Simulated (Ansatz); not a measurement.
Ideal-gas functions of `O[Si](O)(O)S` at 500 K and 1 bar, from an Ansatz frequency run at PBE0-D4/def2-TZVP.

Molar mass 112.18 g/mol, point group C1 (symmetry number 1), electronic degeneracy 1, moments of inertia 126.925, 209.606, 220.449 u Å². Harmonic wavenumbers (cm⁻¹, unscaled): 131, 187, 217, 261, 267, 305, 329, 338, 364, 531, 729, 808, 828, 836, 874, 976, 999, 2718, 3905, 3921, 3925.

Use S(trans) = R[1.5 ln M + 2.5 ln T − 1.1517]; rotational temperatures θ = 24.2544 K / I; S(rot) = R[ln(√π/σ · √(T³/θAθBθC)) + 1.5]; for each mode x = 1.438777 ν̃/T, S = R[x/(eˣ − 1) − ln(1 − e⁻ˣ)] and H = RT x/(eˣ − 1); 1 cm⁻¹ = 0.0119627 kJ/mol; R = 8.31446 J/(mol·K).

Q: By hand: the entropy, in J/(mol·K).

A: Translation 178.5. Rotation: θ = 0.1911, 0.1157, 0.11 K, giving 119.8. Vibration, mode by mode: 16.48, 13.57, 12.36, 10.89, 10.71, 9.66, 9.07, 8.87, 8.30, 5.55, 3.53, 2.95, 2.82, 2.77, 2.54, 2.02, 1.91, 0.03, 0.00, 0.00, 0.00, in all 124.0. Electronic 0.0. Sum 422.3 J/(mol·K).

Q: By hand: H − E and G − E in kJ/mol, counted from the electronic energy.

A: Zero-point energy ½ × 23449 × 0.0119627 = 140.3; thermal vibration 33.4; translation, rotation and pV give 4 RT = 16.6. H − E = 190.3 kJ/mol, and G − E = 190.3 − 500 × 422.3/1000 = -20.8 kJ/mol.

Vibration gives 29 % of the entropy, 16.5 J/(mol·K) of it from the mode under 150 cm⁻¹: soft modes count most, and the harmonic formula is weakest for them. The sum counts one conformer and one mirror image; others add a mixing term.
